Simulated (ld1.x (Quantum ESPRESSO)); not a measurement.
**Reading a pseudo-wave (tin (Sn))**

Columns: radius, all-electron u(r) and pseudo u(r) of the 5p shell (level -3.69 eV) of tin in the configuration [Kr] 4d10 5s2 5p2; PBE, scalar-relativistic, ultrasoft scheme, ld1.x (Quantum ESPRESSO) 7.5.

```
r (bohr)  all-electron   pseudo
   0.148       -0.0457  -0.0073
   0.295       -0.1349  -0.0285
   0.443        0.0740  -0.0626
   0.590        0.2284  -0.1073
   0.738        0.2481  -0.1605
   0.885        0.1714  -0.2187
   1.033        0.0492  -0.2796
   1.180       -0.0818  -0.3394
   1.328       -0.2049  -0.3965
   1.475       -0.3106  -0.4479
   1.623       -0.3980  -0.4928
   1.770       -0.4664  -0.5298
   1.918       -0.5187  -0.5589
   2.065       -0.5562  -0.5802
   2.213       -0.5815  -0.5943
   2.360       -0.5963  -0.6021
   2.508       -0.6025  -0.6044
   2.655       -0.6017  -0.6020
   2.802       -0.5951  -0.5951
   2.950       -0.5839  -0.5839
   3.098       -0.5691  -0.5691
   3.245       -0.5517  -0.5517
   3.393       -0.5322  -0.5322
   3.540       -0.5114  -0.5114
   3.688       -0.4896  -0.4896
   3.835       -0.4674  -0.4674
```

Task: How many radial nodes do the two functions have?

Result: The all-electron 5p function has n − l − 1 = 3 (the table is too coarse to show those close to the nucleus); the pseudo-wave has 0, since the states of the same l below it are removed with the core.

Task: At about which radius was the pseudo-wave matched?

Result: 2.85 bohr. The columns agree to 0.0005 from 2.65 bohr on; several derivatives are matched, so the curves merge somewhat inside the radius.

Task: Is the pseudo-wave norm-conserving?

Result: No, it belongs to an ultrasoft set: the norm inside the radius is not constrained, and the difference is carried by the augmentation charge.
